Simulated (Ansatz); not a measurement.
Ansatz (a program for electronic structure) input (r2SCAN/def2-TZVP):

Ansatz 0.2 input:
```yaml
crystal:
  periodic: [false, false, false]
  atoms:
    - {symbol: Be, position_ang: [-0.00000000, -0.00000000, -0.95051621]}
    - {symbol: F, position_ang: [0.00000000, 0.00000000, 0.42245165]}
basis:
  gaussian:
    orbitals: def2-TZVP
hamiltonian:
  xc: {name: r2SCAN}
magnetization: {spin_polarized: true, initial_magnetization: 1}
relax: {f_tol: 0.003, max_steps: 100}
```

Output:

```
Functional definition: r2SCAN
integrals: 0.01 GiB planned
297 factors; their error is unknown
mean field: 0.11 GiB planned
mean field evaluation 1: about -3116.0400 eV, gradient 2.9e1 eV
mean field evaluation 2: about -3100.3924 eV, gradient 7.6e1 eV
mean field evaluation 4: about -3118.4844 eV, gradient 9.7e-1 eV
mean field evaluation 8: about -3118.4856 eV, gradient 7.0e-3 eV
mean field -3118.48563018 eV, -114.6022331235 hartree, gradient 5.1e-5 eV, S^2 0.751775; 0 other end points of the search recorded, 0 dependent functions left out
the calculation of the forces begins
reference -3118.48565060 eV, -114.6022338742 hartree; 7, 6 occupied and 43, 44 virtual orbitals, 297 factors
relax step   1: F+E_penalty+E_count = -3118.48563018 eV  Δ(F+E_penalty+E_count) = +0.000e0 eV  max|allowed force component| = 4.429e-2 eV/Å  Δτ_max = 0.0000 Å  (26 SCF iters, accepted)
these checks for a lower state are left out or cut short: starts, cluster_reference, orbital_swaps, neighbouring_geometries, increment
integrals: 0.01 GiB planned
297 factors; their error is unknown
mean field: 0.11 GiB planned
mean field evaluation 16: about -3118.4856 eV, gradient 2.5e-2 eV
mean field -3118.48565210 eV, -114.6022339291 hartree, gradient 5.0e-5 eV, S^2 0.751776; 0 other end points of the search recorded, 0 dependent functions left out
the calculation of the forces begins
reference -3118.48567252 eV, -114.6022346796 hartree; 7, 6 occupied and 43, 44 virtual orbitals, 297 factors
relax step   2: F+E_penalty+E_count = -3118.48565210 eV  Δ(F+E_penalty+E_count) = -2.192e-5 eV  max|allowed force component| = 2.174e-2 eV/Å  Δτ_max = 0.0003 Å  (21 SCF iters, accepted)
these checks for a lower state are left out or cut short: starts, cluster_reference, orbital_swaps, neighbouring_geometries, increment
integrals: 0.01 GiB planned
297 factors; their error is unknown
mean field: 0.11 GiB planned
mean field -3118.48565908 eV, -114.6022341856 hartree, gradient 4.8e-5 eV, S^2 0.751776; 0 other end points of the search recorded, 0 dependent functions left out
the calculation of the forces begins
reference -3118.48567950 eV, -114.6022349360 hartree; 7, 6 occupied and 43, 44 virtual orbitals, 297 factors
relax step   3: F+E_penalty+E_count = -3118.48565908 eV  Δ(F+E_penalty+E_count) = -6.981e-6 eV  max|allowed force component| = 6.001e-5 eV/Å  Δτ_max = 0.0003 Å  (21 SCF iters, accepted)
integrals: 0.01 GiB planned
297 factors; their error is unknown
mean field: 0.11 GiB planned
mean field evaluation 32: about -3118.4874 eV, gradient 2.5e-2 eV
mean field -3118.48565908 eV, -114.6022341856 hartree, gradient 4.8e-5 eV, S^2 0.751776; 1 other end points of the search recorded, 0 dependent functions left out
the calculation of the forces begins
reference -3118.48567950 eV, -114.6022349360 hartree; 7, 6 occupied and 43, 44 virtual orbitals, 297 factors
Total energy: -3118.48567950 eV, -114.6022349360 hartree
Atom 0 at     0.000000     0.000000    -0.951169 Å, force    -0.000000     0.000000    -0.000060 eV/Å
Atom 1 at    -0.000000    -0.000000     0.423104 Å, force     0.000000    -0.000000     0.000060 eV/Å
Dipole moment:    -0.000000    -0.000000    -0.244663 e Å
```
